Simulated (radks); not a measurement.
Values are calculated unless marked as measured or tabulated.
Effect of the nuclear size on neutral terbium, [Xe] 4f9 6s2. Code: a radial shooting solver on a logarithmic mesh with Libxc functionals. Model: Dirac Kohn-Sham, relativistic LDA (MacDonald-Vosko exchange, VWN5 correlation), spin-unpolarised, spherical densities, finite nucleus; open shells fill j = l - 1/2 first; Fermi nuclear charge, rms radius 5.06 fm. The rms radius is varied about that value; shifts are against it.

rms radius (fm)  total energy shift (eV)  density at nucleus (e/bohr^3)  1s1/2 shift (meV)  2s1/2 shift (meV)  5s1/2 shift (meV)  5p1/2 shift (meV)  6s1/2 shift (meV)  4f7/2 shift (meV)  6p1/2 (empty) shift (meV)
4.5236                             -4.45                      6.979e+05              -1820               -237              -1.78              0.218             -0.075              0.352                      0.069
4.7817                             -2.35                      6.878e+05               -963               -125             -0.940              0.116             -0.040              0.187                      0.036
5.06                                   0                      6.776e+05              0.000              0.000              0.000              0.000              0.000              0.000                      0.000
5.485                               3.78                      6.634e+05               1550                201               1.51             -0.186              0.064             -0.300                     -0.058
6.1783                              10.4                      6.429e+05               4270                555               4.16             -0.512              0.175             -0.827                     -0.161

Slopes of the eigenvalues against <r^2> in GHz/fm^2, as finite differences over the two radii next to the reference (eigenvalue slopes, not the field-shift constants of lines): 1s1/2 84100, 2s1/2 10900, 5s1/2 82.0, 5p1/2 -10.1, 6s1/2 3.45, 4f7/2 -16.3, 6p1/2 (empty) -3.17.
